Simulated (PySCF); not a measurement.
An unknown shows these calculated signals:

$^{1}$H NMR (400 MHz, computed): δ 3.44 (s, 3H), 2.17 (s, 3H), 0.38 (br s, 2H), 0.29 (s, 3H).

$^{13}$C{$^{1}$H} NMR (computed): δ 179.9 (C), 24.6 (CH3), 2.4 (CH3).

PySCF 2.14.0 with density-fitted response routines calculation with geometry: GFN2-xTB and shieldings: GIAO PBE0/pcSseg-1; no solvent model, no relativistic terms, equivalent nuclei averaged, one conformer.

References, each an isolated molecule treated in the same way: $^{1}$H and $^{13}$C against TMS.

**Question.** Which of these does the molecule contain: a Si–CH3 group, a three-membered ring, an ester, a Si–H bond, a CH3CH2 unit, an NH or NH2 group?

**Answer.** 
- A Si–CH3 group: yes (δC 2.4; δH 0.29 (s)).
- A three-membered ring: no.
- An ester: no.
- A Si–H bond: yes (δH 3.44 (s)).
- A CH3CH2 unit: no.
- An NH or NH2 group: yes (δH 0.38 (br s)).

The data belong to SMILES CC(=O)O[Si@@](C)(N)[SiH3], C₃H₁₁NO₂Si₂; they needn't prove each group on their own.

Carbon signals by region: 1 in the far downfield region (above 160 ppm), 2 below 50 ppm. Above 160 ppm: 179.9, carbonyl carbon.

OH and NH positions are those of a molecule without intermolecular hydrogen bonds; in solution they move with solvent, concentration and temperature, and exchange usually removes their couplings. Shifts are as computed. Against solution values, carbons near 30 ppm lie about +3 ppm off and those near 130 ppm about +5 ppm. Of 1309 compounds with measured shifts, 239 miss one by over three times the rms of a fit or turn the order of signals round; such compounds aren't used in these exercises. No couplings were computed; multiplicities are counted from neighbouring protons, with m where these are inequivalent, close in shift, in a saturated or five-membered ring or joined by F or P, and br s for small geminal =CH2 splittings.
